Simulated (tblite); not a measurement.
Species: C₇H₄F (doublet state).
SMILES: `C#CC1=C(F)CC=[C]1`

Computed geometry: GFN2-xTB, gas phase. This method treats the open shell by occupation alone, without spin polarisation.

Take the most abundant isotopes and a rigid rotor. 

Q: Give the principal moments of inertia and the rotational constants in GHz.

A: Ia = 139.30, Ib = 270.17, Ic = 406.32 u·Å²; 505379 MHz·u·Å²/I gives 3628, 1871 and 1244 MHz, that is A = 3.6281, B = 1.8706, C = 1.2438 GHz.

Q: Classify the top.

A: An asymmetric top; Ray's κ = -0.474.

Q: Is it planar, by Δ = Ic − Ia − Ib?

A: Not planar: Δ = Ic − Ia − Ib = -3.15 u·Å². For a rigid frame Δ = −2 Σ m c², so Σ m c² = 1.57 u·Å² lies off the ab plane, practically all of it from hydrogen. The atom farthest from that plane is 0.88 Å away.

Q: Give the coordinates in the principal-axis frame, origin at the centre of mass.

A: The sense of each axis is arbitrary; atoms in the order of the calculation.
| atom | mass (u) | a (Å) | b (Å) | c (Å) |
| --- | --- | --- | --- | --- |
| C1 | 12.000 | 2.987 | 0.339 | 0.000 |
| C2 | 12.000 | 1.786 | 0.351 | 0.000 |
| C3 | 12.000 | 0.383 | 0.378 | 0.000 |
| C4 | 12.000 | -0.479 | -0.666 | -0.001 |
| F5 | 18.998 | -0.168 | -1.969 | 0.001 |
| C6 | 12.000 | -1.906 | -0.222 | -0.001 |
| C7 | 12.000 | -1.753 | 1.284 | 0.001 |
| C8 | 12.000 | -0.461 | 1.559 | 0.000 |
| H9 | 1.008 | 4.035 | 0.322 | 0.000 |
| H10 | 1.008 | -2.443 | -0.575 | 0.882 |
| H11 | 1.008 | -2.444 | -0.573 | -0.884 |
| H12 | 1.008 | -2.589 | 1.955 | 0.002 |

Q: List the rotational levels J(Ka,Kc) to J = 5 (K).

A: Above 0(0,0), as E/k:
J = 1: 1(0,1) 0.149, 1(1,1) 0.234, 1(1,0) 0.264
J = 2: 2(0,2) 0.442, 2(1,2) 0.503, 2(1,1) 0.593, 2(2,1) 0.846, 2(2,0) 0.853
J = 3: 3(0,3) 0.865, 3(1,3) 0.902, 3(1,2) 1.082, 3(2,2) 1.294, 3(2,1) 1.326, 3(3,1) 1.795, 3(3,0) 1.796
J = 4: 4(0,4) 1.410, 4(1,4) 1.429, 4(1,3) 1.723, 4(2,3) 1.887, 4(2,2) 1.972, 4(3,2) 2.404, 4(3,1) 2.411, 4(4,1) 3.090, 4(4,0) 3.090
J = 5: 5(0,5) 2.071, 5(1,5) 2.080, 5(1,4) 2.506, 5(2,4) 2.619, 5(2,3) 2.790, 5(3,3) 3.166, 5(3,2) 3.191, 5(4,2) 3.852, 5(4,1) 3.853, 5(5,1) 4.733, 5(5,0) 4.733
The levels of one J sum to (2J + 1)J(J + 1)(A + B + C)/3.

For this open shell read J as N, the rotation without spin; fine and hyperfine splittings come on top. Its GFN2-xTB frequencies are all real (lowest 119 cm⁻¹). Zero-point vibration and centrifugal distortion are left out.
